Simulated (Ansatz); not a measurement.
Start from `[F][Mo]([F])([F])([F])=[S]` and change one element to get `[O]=[Mo]([F])([F])([F])[F]`.

Ansatz, PBE0-D4/def2-TZVP geometries, multiplicity 1. 

Elements past krypton have def2 core potentials.

```json
{"property": "HOMO–LUMO gap (B3LYP/def2-TZVPP) / eV", "`[F][Mo]([F])([F])([F])=[S]`": "4.75"}
{"property": "LUMO energy (PBE0/def2-TZVPP) / eV", "`[F][Mo]([F])([F])([F])=[S]`": "-4.48"}
{"property": "LUMO energy (ωB97M-V/def2-TZVPP) / eV", "`[F][Mo]([F])([F])([F])=[S]`": "-2.17"}
{"property": "HOMO energy (B3LYP/def2-TZVPP) / eV", "`[F][Mo]([F])([F])([F])=[S]`": "-9.45"}
{"property": "HOMO energy (ωB97M-V/def2-TZVPP) / eV", "`[F][Mo]([F])([F])([F])=[S]`": "-11.84"}
{"property": "zero-point energy (PBE0-D4/def2-TZVP) / kJ/mol", "`[F][Mo]([F])([F])([F])=[S]`": "30.2"}
```

Problem. Give the same properties after the change, and the shifts. (Best estimate.)

Solution. Ansatz gave: 
```json
{"property": "HOMO–LUMO gap (B3LYP/def2-TZVPP) / eV", "`[O]=[Mo]([F])([F])([F])[F]`": "6.45", "shift": "1.70"}
{"property": "LUMO energy (PBE0/def2-TZVPP) / eV", "`[O]=[Mo]([F])([F])([F])[F]`": "-4.06", "shift": "0.42"}
{"property": "LUMO energy (ωB97M-V/def2-TZVPP) / eV", "`[O]=[Mo]([F])([F])([F])[F]`": "-1.85", "shift": "0.32"}
{"property": "HOMO energy (B3LYP/def2-TZVPP) / eV", "`[O]=[Mo]([F])([F])([F])[F]`": "-10.77", "shift": "-1.32"}
{"property": "HOMO energy (ωB97M-V/def2-TZVPP) / eV", "`[O]=[Mo]([F])([F])([F])[F]`": "-13.46", "shift": "-1.62"}
{"property": "zero-point energy (PBE0-D4/def2-TZVP) / kJ/mol", "`[O]=[Mo]([F])([F])([F])[F]`": "32.9", "shift": "2.7"}
```

With PBE0 the HOMO falls by 1.35 eV and the LUMO rises by 0.42 eV, so the gap widens by about 1.77 eV. PBE moves the HOMO by -0.77 eV and ωB97M-V by -1.62 eV.

B3LYP here is the variant with VWN-RPA as its local correlation; programs differ in this.
